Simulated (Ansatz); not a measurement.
SiHMe2F (C₂H₇FSi), 11 atoms. Hardware: 4 threads of Arm Neoverse V1 on a shared host.

Correlated methods freeze 8 core orbitals.

Task: How many basis functions does each of these Ansatz runs have, and roughly what does it cost? PBE-D4/def2-TZVP, charge 0 singlet, energy, from earlier orbitals; PBE0-D4/def2-TZVP, charge 0 triplet at the geometry of the charge 0 singlet, energy; RPA@PBE/def2-TZVP, charge 0 singlet, energy, from earlier orbitals; PBE0-D4/def2-SVP, charge 0 singlet, energy, from earlier orbitals; BHLYP-D4/def2-TZVP, charge 0 singlet, energy, from earlier orbitals; PBE0-D4/def2-SVP, charge 0 singlet, energy with a search over starts; PBE-D4/def2-SVP, charge 0 singlet, relaxation, 4 steps; HF/STO-3G, charge 0 singlet, energy; PBE-D4/def2-TZVP, charge 1 doublet at the geometry of the charge 0 singlet, energy, from earlier orbitals; PBE-D4/def2-TZVP, charge 0 triplet at the geometry of the charge 0 singlet, energy, from earlier orbitals; PBE0-D4/def2-TZVP, charge 0 singlet, energy, from earlier orbitals; BLYP-D4/def2-TZVP, charge 0 singlet, energy, from earlier orbitals.

Result: Other jobs shared the machine, so times can vary by a factor of up to 3. A dash marks memory too small to be measured apart from the calling script's.

```tsv
run	functions	fitting or Cholesky vectors	wall time	peak host memory (GiB)
HF/STO-3G, charge 0 singlet, energy	31	404	0.1 s	–
PBE0-D4/def2-SVP, charge 0 singlet, energy, from earlier orbitals	95	1066	0.75 s	–
PBE-D4/def2-TZVP, charge 0 singlet, energy, from earlier orbitals	172	1076	1.2 s	–
BLYP-D4/def2-TZVP, charge 0 singlet, energy, from earlier orbitals	172	1076	1.2 s	–
BHLYP-D4/def2-TZVP, charge 0 singlet, energy, from earlier orbitals	172	1203	1.5 s	–
PBE0-D4/def2-TZVP, charge 0 singlet, energy, from earlier orbitals	172	1092	1.5 s	–
PBE0-D4/def2-SVP, charge 0 singlet, energy with a search over starts	95	1066	1.6 s	–
RPA@PBE/def2-TZVP, charge 0 singlet, energy, from earlier orbitals	172	1173	3.1 s	–
PBE-D4/def2-TZVP, charge 0 triplet at the geometry of the charge 0 singlet, energy, from earlier orbitals	172	1076	3.2 s	–
PBE-D4/def2-SVP, charge 0 singlet, relaxation, 4 steps	95	1066	4 s	–
PBE-D4/def2-TZVP, charge 1 doublet at the geometry of the charge 0 singlet, energy, from earlier orbitals	172	1076	6.5 s	–
PBE0-D4/def2-TZVP, charge 0 triplet at the geometry of the charge 0 singlet, energy	172	1092	9 s	0.63
```
